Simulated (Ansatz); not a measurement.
`C[CH](C)[Mg][F]` → `[F][MgH]` + propene at 600 K and 1 bar (β-hydride elimination).

Program: Ansatz. Geometries: PBE0-D4/def2-TZVP. ΔE: electronic, gas phase. CCSD(T)/CBS is the MP2 limit (def2-TZVPP, def2-QZVPP) plus CCSD(T) − MP2 in def2-TZVPP, frozen cores. For Mg outer-core shells are correlated without core-valence functions, which leaves a few kJ/mol of doubt a bond. One conformer a species, not always the lowest.

```
          species  CCSD(T)/CBS energy (Eh)  H − E (kJ/mol)  S (J/(mol·K))
`C[CH](C)[Mg][F]`               -418.11940           310.5          448.0
       `[F][MgH]`               -300.33731            44.5          263.1
           `C=CC`               -117.74610           248.6          323.1
```

H − E and S are ideal-gas, rigid-rotor, harmonic terms from PBE0-D4/def2-TZVP, for one conformer and one mirror image of each species. 1 Eh = 2625.50 kJ/mol, R = 8.31446 J/(mol·K).

By hand: ΔE, ΔH, ΔS and ΔG.

ΔE = (-300.33731) + (-117.74610) − (-418.11940) = 0.03599 Eh = 94.5 kJ/mol. Δ(H − E) = 44.5 + 248.6 − 310.5 = -17.4, so ΔH = 77.1 kJ/mol. ΔS = 263.1 + 323.1 − 448.0 = 138.2 J/(mol·K). ΔG = 77.1 − 600 × (138.2)/1000 = -5.8 kJ/mol.

By hand: the equilibrium constant, and the temperature at which ΔG would vanish if ΔH and ΔS stayed fixed.

log₁₀ K = −ΔG/(RT ln 10) = 0.5. ΔG = 0 at ΔH/ΔS = 558 K.

The number of gas molecules changes by +1, which sets the sign of ΔS. The sign of ΔG lies within the doubt. A doubt of 5 kJ/mol in ΔE shifts log₁₀ K by 0.4 here. Other conformers and mirror images would add mixing entropy, several J/(mol·K) or more a flexible species. These are equilibria of isolated gas molecules and say nothing of rates. Largest T1 diagnostic: 0.011 (customary marks: 0.02 for closed shells, 0.045 for open ones).
